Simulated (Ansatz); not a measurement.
Energy profile

The step: GaH₂Cl ([Cl][GaH2]) + HBr → GaH₂Br ([GaH2][Br]) + HCl (still joined by a long Ga–Cl bond); bonds formed: Cl2–H5; dative contacts that become bonds: Ga1–Br6; bonds broken: H5–Br6; bonds weakened to dative contacts: Ga1–Cl2 (atoms numbered as in the saddle structure below).

```tsv
atom	x (Å)	y (Å)	z (Å)
Ga1	-0.5456	-0.5188	0.3223
Cl2	-0.6035	1.6720	-0.4874
H3	-1.1617	-1.4573	-0.7466
H4	-0.5507	-0.4735	1.8717
H5	0.9232	1.0129	-0.5960
Br6	1.9384	-0.2352	-0.3640
```

Electronic energies by CCSD(T) at an estimated basis limit (MP2 extrapolated from triple and quadruple zeta, plus CCSD(T) − MP2 in triple zeta), on PBE0-D4/def2-TZVP structures; GaH3BrCl, closed shell; no counterpoise correction. Program: Ansatz 0.2.0. Basis: def2-TZVPP and def2-QZVPP. Cores are frozen in the correlated methods. Filled d shells of the heavier atoms are correlated. The def2 sets are not built for correlating such inner shells, so the correlated values are less sure here. Extrapolation: Hartree–Fock as exp(−7.88 √X), correlation as X^−2.97.

Question: Give the profile in eV, counted from the separated reactants. (To be estimated.)

Answer: By the calculation:
| point | eV |
| --- | --- |
| separated: GaH2Cl (linked as [Cl][GaH2]; Ga1, Cl2, H3, H4; singlet) + HBr (H5, Br6; singlet) | 0.000 |
| start structure | -0.308 |
| saddle | -0.077 |
| end structure | -0.406 |
| separated: GaH2Br (linked as [GaH2][Br]; Ga1, H3, H4, Br6; singlet) + HCl (Cl2, H5; singlet) | -0.115 |
The saddle lies below the separated reactants: the barrier is submerged.

T1 diagnostic: at most 0.013.

For scale, one of the runs: CCSD(T)/def2-TZVPP, 180 basis functions, launched by `ansatz run in.yaml --threads 4 --pin off --events-out ev --progress --plain --max-ram 9574MiB`. Time: 70 s of wall clock on 4 CPU threads of an Intel Xeon; the host was shared. Peak host memory: 1.7 GiB.
